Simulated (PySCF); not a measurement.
**Working out the ionisation energy of Br**

Br [Ar] 3d10 4s2 4p5 (2P) → Br⁺ [Ar] 3d10 4s2 4p4 (3P). All numbers are calculated (PySCF 2.14, scalar relativity by spin-free X2C-1e, in x2c-TZVPPall (6s5p4d1f, 48 functions)). Frozen: [Ne]. Energies in hartree (1 hartree = 27.21139 eV):

```
             part    Br (lower)   Br⁺ (upper)
              UHF  -2604.414876  -2604.020861
MP2 opposite-spin     -0.220324     -0.196690
    MP2 same-spin     -0.099521     -0.091256
```

Task: What does Hartree-Fock give?

Result: (-2604.020861) − (-2604.414876) = 0.394015 hartree = 10.722 eV.

Task: What do MP2 and SCS-MP2 (6/5 opposite-spin, 1/3 same-spin) give?

Result: The opposite-spin parts differ by 0.643 eV and the same-spin parts by 0.225 eV. MP2: 10.722 + (0.643) + (0.225) = 11.590 eV. SCS-MP2: 10.722 + 1.2 × (0.643) + (0.225)/3 = 11.569 eV.

Measured between the centres of the two terms (NIST): 11.844 eV, so MP2 (valence and next inner shell) is off by -0.254 eV.

What remains against the reference includes basis incompleteness, the frozen core and correlation beyond second order.
